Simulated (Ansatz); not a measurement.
System: bromogermane, sum formula GeH$_{3}$Br, net charge 0, singlet state. 
Structure (B3LYP-D3(BJ)/def2-TZVP (Ansatz, a program for electronic structure) minimum search):
```xyz
5

Ge    -1.1408     0.1101     0.0339
Br     1.1793    -0.1138    -0.0350
H     -1.4532     1.6063    -0.0806
H     -1.7057    -0.6796    -1.1521
H     -1.6101    -0.4663     1.3743
```
Charge 0, spin multiplicity 1.

Wanted: vertical ionisation energy (to the doublet state of charge +1; each state is the SCF solution reached for its spin; the molecule has degenerate orbitals, so one determinant may break the symmetry), in eV. Valence correlation only, unless marked. UHF or UKS for open shells. Spin-orbit coupling is left out. The frozen core is the preceding noble-gas configuration, with the filled d and f shells of earlier blocks. No relativistic terms. Basis-set limits of correlation are two-point, X^-3; Hartree-Fock from the larger set.

CCSD(T)/CBS(aug-cc-pVTZ,aug-cc-pVQZ) (Ansatz) gives 10.86 eV.

Q: Another calculation gave 10.38 eV. Which level was it?
A. PBE/def2-TZVPD (Ansatz)
B. CAM-B3LYP/def2-TZVPD (Ansatz)
C. r2SCAN/def2-TZVPD (Ansatz)

A: A, PBE/def2-TZVPD (Ansatz). The others give 10.55 (r2SCAN), 10.70 (CAM-B3LYP) eV.
